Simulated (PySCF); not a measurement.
## Er(SH)3: from a saddle point downhill

PySCF 2.14.0, RKS PBE0, Er lcecp-1-SVP with ECP57, S def2-SVP, H def2-SVP; non-relativistic Hamiltonian with scalar-relativistic core potentials where named; density fitting; no spin-orbit coupling. Relaxed within the symmetry of its start, the geometry (C3v) is

```xyz
7

Er    0.0000    0.0000   -0.2946
S     2.4446    0.0000    0.4537
H     2.1510    0.0000    1.7742
S    -1.2223    2.1170    0.4537
H    -1.0755    1.8628    1.7742
S    -1.2223   -2.1171    0.4537
H    -1.0755   -1.8629    1.7742
```

and its lowest harmonic modes are -280, -207, -207, 62, 88, 88 cm⁻¹ (negative: unstable). It was moved along the lowest mode and relaxed again, within the group C3 that the move left.

Problem. Where does it end, and how much lower?

Solution. In C3, nearly planar, 0.429 eV lower, after 23 steps:
```xyz
7

Er    0.0000    0.0000    0.8576
S     2.5169    0.4237    0.9006
H     2.8352   -0.8928    0.9433
S    -1.6254    1.9679    0.9006
H    -0.6444    2.9018    0.9433
S    -0.8915   -2.3916    0.9006
H    -2.1908   -2.0090    0.9433
```

Problem. How do the contacts change?

Solution. 
| contact | saddle (Å) | end (Å) |
| --- | --- | --- |
| Er1–S2 (SH) | 2.557 | 2.553 |
| Er1–S4 (SH) | 2.557 | 2.553 |
| Er1–S6 (SH) | 2.557 | 2.553 |


Problem. Is the end a minimum?

Solution. Yes, as far as the noise of the softest modes lets one tell (those above −25 cm⁻¹ count as noise); lowest modes 28, 60, 60, 164, 196, 196 cm⁻¹.

An lcecp potential fixes the number of 4f electrons, so in runs with it no electron can move into or out of that shell.

State: singlet in the valence, with the 4f electrons in the core potential.
